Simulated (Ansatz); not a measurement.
The same path of C3H12AlNSi (18 atoms, charge 0, multiplicity 1) was run twice with different band settings.

The calculation used UKS PBE0-D4/STO-3G (Ansatz).

Relaxed end points:

```xyz
18
Properties=species:S:1:pos:R:3
C 0.590 0.863 1.856
C 0.825 0.107 0.522
Si 1.046 -1.727 0.839
Al -0.549 0.436 -0.769
C -0.453 -0.169 -2.573
N -1.957 1.290 -0.263
H -0.337 0.534 2.348
H 1.408 0.704 2.575
H 0.506 1.948 1.701
H 1.777 0.465 0.105
H 1.383 -2.419 -0.383
H -0.179 -2.301 1.345
H 2.087 -1.987 1.807
H 0.554 -0.066 -2.991
H -1.132 0.378 -3.234
H -0.715 -1.229 -2.657
H -2.129 1.661 0.684
H -2.764 1.524 -0.862
```

```xyz
18
Properties=species:S:1:pos:R:3
C 0.595 0.863 1.854
C 0.825 0.102 0.522
Si 1.033 -1.733 0.844
Al -0.547 0.437 -0.769
C -0.448 -0.163 -2.575
N -1.954 1.292 -0.264
H -0.334 0.543 2.347
H 1.412 0.700 2.573
H 0.520 1.949 1.696
H 1.780 0.452 0.104
H 1.362 -2.431 -0.376
H -0.196 -2.296 1.354
H 2.074 -1.997 1.811
H 0.533 0.031 -3.021
H -1.193 0.316 -3.218
H -0.613 -1.244 -2.651
H -2.760 1.529 -0.863
H -2.127 1.661 0.684
```

Common settings: climbing image yes; spring 5.0 eV/Å²; optimiser quadratic models (default); start path through a guess of the saddle point; force threshold 0.05 eV/Å; end points relaxed.

| run | movable images | iteration limit |
| --- | --- | --- |
| 1 | 5 | 27 |
| 2 | 1 | 60 |

Q: What does each run give, and how far can it be trusted?

A: Run 1: converged after 25 iterations, highest image 0.591 eV above the first end. A vibrational analysis at the climbing image gives one clearly imaginary mode, 353i cm⁻¹: a first-order saddle point.
Run 2: converged after 24 iterations, highest image 0.582 eV above the first end. The order of the stationary point at the top wasn't checked. So few images can step over the top or miss a turn of the path.
Limits of this set-up: minimal basis.
